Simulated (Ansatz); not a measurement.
Born–Oppenheimer molecular dynamics of ClFH$_{6}$Si$_{3}$ (11 atoms, charge 0, multiplicity 1). It goes on from the last frame of an earlier run, with new velocities.

All numbers below come from RKS PBE0/STO-3G (Ansatz 0.2.0).

```json
{
  "ensemble": "NVT, Langevin thermostat",
  "time step": "0.5 fs",
  "steps asked": "400",
  "set temperature": "300 K",
  "friction": "0.02 /fs",
  "seed": "589727"
}
```

First frame:

```xyz
11
Properties=species:S:1:pos:R:3
F -1.843 -0.524 -0.502
Si -0.564 0.279 0.169
Si 1.069 0.743 -1.355
Si 0.139 -0.923 1.957
Cl 2.098 -0.218 2.544
H -1.115 1.500 0.691
H 1.107 2.200 -1.454
H 0.911 0.155 -2.624
H 2.333 0.272 -1.020
H 0.404 -2.349 1.623
H -0.801 -0.802 3.129
```

Task: How far do the bonds stretch over the last three quarters of this one trajectory? (Pairs bonded in most of those frames.)

Result: 
```
   bond  mean (Å)  spread (Å)  shortest  longest
 F1–Si2     1.662       0.026      1.61     1.71
Si2–Si3     2.260       0.038      2.19     2.32
Si2–Si4     2.276       0.040      2.22     2.36
 Si2–H6     1.453       0.015      1.42     1.49
 Si3–H7     1.445       0.019      1.40     1.50
 Si3–H8     1.445       0.016      1.41     1.49
 Si3–H9     1.445       0.021      1.40     1.49
Si4–Cl5     2.106       0.038      2.02     2.17
Si4–H10     1.450       0.022      1.39     1.50
Si4–H11     1.447       0.019      1.40     1.49
```

Mean temperature of the second half: 206 K. The mean temperature of the second half is 31 % below the set value. A run of 0.2 ps of so small a system gives no equilibrium averages. Limits of this set-up: minimal basis.

Run time: 11 min on 1 thread of Intel(R) Xeon(R) Platinum 8559C (Emerald Rapids), with other jobs on the host, peak memory 0.14 GiB.
